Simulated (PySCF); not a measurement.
An unknown is described by computed data only.

Formula: C4H4O3.

* Rotational structure: rotational constants A, B, C: 7.125, 2.287, 1.750 GHz [GFN2-xTB]
* 1H NMR: chemical shifts (computed TMS as zero) by class: 6.77 (1 H), 2.20 (3 H) ppm [GIAO PBE0/pcSseg-1]
* UV, first state: lowest singlet excitation: 6.31 eV (196 nm, f = 0.008) [TDDFT PBE0/def2-SVPD]
* Polarisability: 54.9 au [PBE0/def2-SVPD]
* UV, strongest line: among the 6 lowest singlet transitions: S2 at 6.66 eV (186 nm, f = 0.193) [TDDFT PBE0/def2-SVPD]
* Dipole: 5.29 D [PBE0/def2-SVPD]
* 13C NMR: chemical shifts (computed TMS as zero) by class: 158.0 (1 C), 148.5 (1 C), 132.4 (1 C), 12.9 (1 C) ppm [GIAO PBE0/pcSseg-1]
* NMR, other nuclei: isotropic shieldings of nuclei other than C and H, by class: 39 (1 O), 94 (1 O), 110 (1 O) ppm [GIAO PBE0/pcSseg-1]
* Triplet: lowest triplet excitation (Tamm–Dancoff): 4.21 eV [TDA PBE0/def2-SVPD]

The electronic properties come from PySCF, for the isolated species, density fitting. Levels stand in brackets. Isolated species at its GFN2-xTB geometry, gas phase. Each NMR value is the plain mean over a class of atoms that symmetry, rotation or inversion makes alike.

**Question.** What is the compound? Reason from the data.

**Answer.** Numbering: `[CH3:1][c:2]1[cH:3][o:4][c:5](=[O:6])[o:7]1`. Its formula, C4H4O3, gives 3 degrees of unsaturation: 1 ring and 2 π bonds in the structure found (Kekulé form). 4 carbons fall into 4 classes; from least to most shielded: ring carbonyl carbon [C5] (158.0 ppm), unsaturated ring carbon [C2] (148.5 ppm), unsaturated ring CH carbon [C3] (132.4 ppm), carbon bonded to C and 3 H [C1] (12.9 ppm). Hydrogen classes from least to most shielded: 1 H on an unsaturated ring CH carbon, C3 (6.77 ppm), 3 H on a carbon bonded to C and 3 H, C1 (2.20 ppm). The other shieldings belong to: 39 ppm, carbonyl oxygen [O6]; 94 ppm, ring oxygen [O7]; 110 ppm, ring oxygen [O4]. The optimised geometry has point group Cs and is an asymmetric top. Structure: `Cc1coc(=O)o1`. Computed isomers that give other values at the same levels: `O=C1CCC(=O)O1` (rotational constant A: 5.995 GHz; this holds for the one conformer computed). The assignments are read from this structure; whether some other isomer fits the data as well wasn't checked.
